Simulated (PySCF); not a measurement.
How methods differ on the excitation energy of Cr⁺

Cr⁺ [Ar] 3d5 (6S) → Cr⁺ [Ar] 3d4 4s1 (6D), as a difference of total energies. All numbers are calculated (PySCF 2.14, no relativity, point nucleus, in dyall-av2z). Correlated levels: valence: [Ar] frozen; virtual orbitals above 40 to 60 times the deepest correlated orbital energy dropped. The calculations carry no spin-orbit coupling.

```csv
method,excitation energy (eV)
UHF,1.015
MP2 (valence),1.616
SCS-MP2 (valence),1.215
CCSD (valence),1.592
CCSD(T) (valence),1.614
```

Task: How much does correlation contribute at CCSD(T) (valence)?

Result: 1.614 − (1.015) = 0.599 eV, measured against UHF.

These non-relativistic numbers lack the scalar-relativistic shift.

Errors of the correlated levels include the incompleteness of this basis and the frozen core.

For comparison: 1.522 eV (measured; NIST levels, between the centres of gravity of the two terms).
